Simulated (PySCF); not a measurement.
## Electronic structure of Mo²⁺ (molybdenum, charge +2) at the BP86 level

Configuration: [Kr] 4d4, high-spin 5D determinant. All numbers are calculated (PySCF 2.14, scalar relativity through the core potential, in aug-cc-pVDZ-PP with ECP28MDF (5s5p4d2f, 54 functions)).

```json
{
 "Total energy": "-67.0683 hartree",
 "One-electron energy": "-107.1127 hartree",
 "Hartree (Coulomb) energy": "47.4789 hartree",
 "Exchange-correlation energy": "-7.4345 hartree",
 "⟨S²⟩": "6.0003",
 "⟨L²⟩": "6.005",
 "Sum of ⟨r⟩": "16.70 bohr",
 "Sum of ⟨r²⟩": "27.44 bohr²",
 "Traceless quadrupole moment −½Σ⟨3z² − r²⟩ along its main axis": "-0.926 e·bohr²",
 "Time after the integrals": "0.72 s of wall time on 1 thread of Neoverse-N1 (shared host)"
}
```

```csv
shell,electrons,mean orbital energy (hartree),spread (hartree),"rms radius, mean of both spins (bohr)"
4s α,1,-3.08876,0,1.18
4s β,1,-2.99557,0,1.18
4p α,3,-2.13003,0.02111,1.32
4p β,3,-2.03002,0.04728,1.32
4d α,4,-0.80506,0.03038,1.88
```

Energies and moments cover only the electrons outside the core potential.
